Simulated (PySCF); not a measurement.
CH8GeO2Si.
Cartesian coordinates in Å at the PBE0-D3(BJ)/def2-SVP level; atoms count from 1:
```
atom  x, y, z in Å
C1    -2.7908    0.7285   -0.0084
O2    -1.4753    0.2946   -0.1954
Si3   -0.9467   -0.8141   -1.3188
O4     0.6654   -0.9687   -1.0468
Ge5    1.7117   -0.1328    0.1385
H6    -3.1745    1.2804   -0.8863
H7    -2.8223    1.4085    0.8566
H8    -3.4819   -0.1103    0.1964
H9    -1.2043   -0.3131   -2.7023
H10   -1.6452   -2.1195   -1.1206
H11    1.6620    1.3818   -0.1247
H12    1.2322   -0.4685    1.5604
H13    3.1182   -0.6946   -0.1189
```

The calculation used PBE0-D3(BJ)/def2-SVP geometry optimisation, gas phase in PySCF.

Masses are those of the commonest isotopes; rigid-rotor values at the optimised geometry. The values belong to one conformer with, in the numbering `[CH3:1][O:2][SiH2:3][O:4][GeH3:5]`, C1–O2–Si3–O4 -178°, O2–Si3–O4–Ge5 -2°.

Question: Give the principal moments of inertia and the rotational constants in MHz.

Answer: Ia = 97.05, Ib = 433.26, Ic = 514.56 u·Å²; 505379 MHz·u·Å²/I gives A = 5208, B = 1166, C = 982.2 MHz.

Question: What kind of rotor is it?

Answer: A near-prolate asymmetric top. Ray's parameter κ = (2B − A − C)/(A − C) = -0.913; −1 is the prolate and +1 the oblate limit.

Question: Is it planar, by Δ = Ic − Ia − Ib?

Answer: Not planar: Δ = Ic − Ia − Ib = -15.75 u·Å². For a rigid frame Δ = −2 Σ m c², so Σ m c² = 7.87 u·Å² lies off the ab plane: 7.86 from hydrogen and 0.01 from heavier atoms. The atom farthest from that plane is 1.29 Å away.

Question: Which types of transition are allowed, and where do some lines up to J = 2 fall?

Answer: The dipole components are |μa| = 0.81 D, |μb| = 1.19 D, |μc| = 0.00 D. The squared components, which scale the intensities, stand as 0.47 : 1.00 : 0.00 (a : b : c). Some lines, for components of 0.1 D or more:

| type | branch | J(Ka,Kc) | MHz | lower level (cm⁻¹) |
| --- | --- | --- | --- | --- |
| a | Q | 2(1,1) ← 2(1,2) | 553 | 0.344 |
| a | R | 1(0,1) ← 0(0,0) | 2149 | 0.000 |
| a | R | 2(1,2) ← 1(1,1) | 4113 | 0.206 |
| b | Q | 1(1,0) ← 1(0,1) | 4225 | 0.072 |
| a | R | 2(0,2) ← 1(0,1) | 4291 | 0.072 |
| b | Q | 2(1,1) ← 2(0,2) | 4416 | 0.215 |
| a | R | 2(1,1) ← 1(1,0) | 4482 | 0.213 |
| b | R | 1(1,1) ← 0(0,0) | 6190 | 0.000 |
| b | R | 2(1,2) ← 1(0,1) | 8154 | 0.072 |
| b | Q | 2(2,0) ← 2(1,1) | 12129 | 0.362 |
| b | Q | 2(2,1) ← 2(1,2) | 12676 | 0.344 |
| b | R | 2(2,1) ← 1(1,0) | 16605 | 0.213 |
| b | R | 2(2,0) ← 1(1,1) | 16795 | 0.206 |

PBE0-D3(BJ)/def2-SVP frequencies: not computed here. Constants of a rigid frame at the computed geometry: no zero-point averaging, no centrifugal distortion. A rigid rotor knows nothing of internal rotation, which can split or shift real lines.

Hardware: one thread of an Arm Neoverse N1, shared host with 64 logical CPUs at a one-minute load of 60. Cost: 79 s of wall time, 0.55 GiB resident at most. That covers the optimisation of the geometry.
